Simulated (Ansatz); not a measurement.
`[GeH3][CH]1[CH2][GaH]1` + H₂Te → `[GeH3][TeH]` + `[CH2]1[CH2][GaH]1` at 500 K and 1 bar (ligand exchange at a Ge–C bond).

Program: Ansatz. Geometries: PBE0-D4/def2-TZVP. ΔE: electronic, gas phase. CBS: MP2 limit from def2 TZ/QZ plus the TZ coupled-cluster correction, frozen cores. Elements past krypton have def2 core potentials. For Ga, Ge, Te outer-core shells are correlated without core-valence functions, which leaves a few kJ/mol of doubt a bond. Scalar relativity is left out up to krypton.

| species | CCSD(T)/CBS energy (Eh) | H − E (kJ/mol) | S (J/(mol·K)) |
| --- | --- | --- | --- |
| `[GeH3][CH]1[CH2][GaH]1` | -4080.30519 | 237.3 | 420.0 |
| H₂Te | -268.91024 | 48.9 | 247.6 |
| `[GeH3][TeH]` | -2346.24724 | 110.0 | 352.4 |
| `[CH2]1[CH2][GaH]1` | -2002.97474 | 184.2 | 326.5 |

H − E and S are ideal-gas, rigid-rotor, harmonic terms from PBE0-D4/def2-TZVP, for one conformer and one mirror image of each species. 1 Eh = 2625.50 kJ/mol, R = 8.31446 J/(mol·K).

Question: By hand: ΔE, ΔH, ΔS and ΔG.

Answer: ΔE = (-2346.24724) + (-2002.97474) − (-4080.30519) − (-268.91024) = -0.00655 Eh = -17.2 kJ/mol. Δ(H − E) = 110.0 + 184.2 − 237.3 − 48.9 = 8.0, so ΔH = -9.2 kJ/mol. ΔS = 352.4 + 326.5 − 420.0 − 247.6 = 11.3 J/(mol·K). ΔG = -9.2 − 500 × (11.3)/1000 = -14.8 kJ/mol.

Question: By hand: the equilibrium constant, and the temperature at which ΔG would vanish if ΔH and ΔS stayed fixed.

Answer: log₁₀ K = −ΔG/(RT ln 10) = 1.5. ΔH and −TΔS have one sign here, so there is no such temperature.

TΔS isn't small against ΔH here. A doubt of 5 kJ/mol in ΔE shifts log₁₀ K by 0.5 here. Other conformers and mirror images would add mixing entropy, several J/(mol·K) or more a flexible species. These are equilibria of isolated gas molecules and say nothing of rates. Largest T1 diagnostic: 0.016 (customary marks: 0.02 for closed shells, 0.045 for open ones).

ΔS is within the doubt of such terms, so its sign, and with it that verdict, could turn.
